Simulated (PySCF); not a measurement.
CH3F3OSi, SMILES O[Si](F)(F)CF.

Geometry optimised at ωB97X-D3(BJ)/def2-SVP. This is a generated structure with no PubChem entry under its InChIKey; it may be hypothetical. One conformer was computed; it need not be the lowest.

Method: ωB97X-D3(BJ)/def2-SVP (PySCF 2.14.0).

Frequencies are harmonic and unscaled.

**Question.** List the normal modes with their intensities. (The exact figures need the calculation; the answer reports its results.)

**Answer.** 
```csv
mode,ν (cm⁻¹),IR (km/mol),Raman (Å⁴/amu),depolarisation,moving atoms (share of kinetic energy)
1,33,3.2,0.0,–,"F 61 %, H 16 %, C 12 %, O 8 %"
2,156,12.0,0.1,0.72,"F 54 %, O 31 %, H 8 %"
3,193,10.7,0.5,0.74,"F 36 %, H 25 %, O 20 %, C 16 %"
4,270,3.6,1.0,0.59,F 83 %
5,293,73.7,0.2,0.70,"F 30 %, H 29 %, O 26 %, Si 14 %"
6,335,11.3,1.8,0.65,"F 36 %, H 30 %, Si 15 %, O 14 %"
7,351,69.5,1.4,0.65,"H 46 %, F 27 %, O 14 %, Si 10 %"
8,404,61.6,1.1,0.70,"F 48 %, Si 28 %, C 11 %, H 9 %"
9,697,0.7,9.2,0.08,"C 44 %, F 17 %, O 16 %, H 16 %"
10,772,6.3,1.6,0.61,"H 62 %, C 27 %, F 9 %"
11,813,149.4,2.6,0.68,"H 67 %, F 21 %"
12,890,249.9,1.0,0.04,"Si 36 %, O 23 %, F 20 %, H 16 %"
13,983,193.6,0.5,0.73,"Si 50 %, F 45 %"
14,1022,127.3,0.8,0.60,"Si 47 %, O 27 %, F 16 %"
15,1076,108.2,4.5,0.63,"C 46 %, F 40 %, H 9 %"
16,1240,7.4,8.7,0.75,H 91 %
17,1330,6.0,1.0,0.38,"H 70 %, C 28 %"
18,1462,8.1,11.4,0.73,H 93 %
19,3088,7.8,109.0,0.10,H 95 %
20,3155,6.9,71.3,0.74,"H 90 %, C 10 %"
21,3902,135.8,39.8,0.22,H 94 %
```
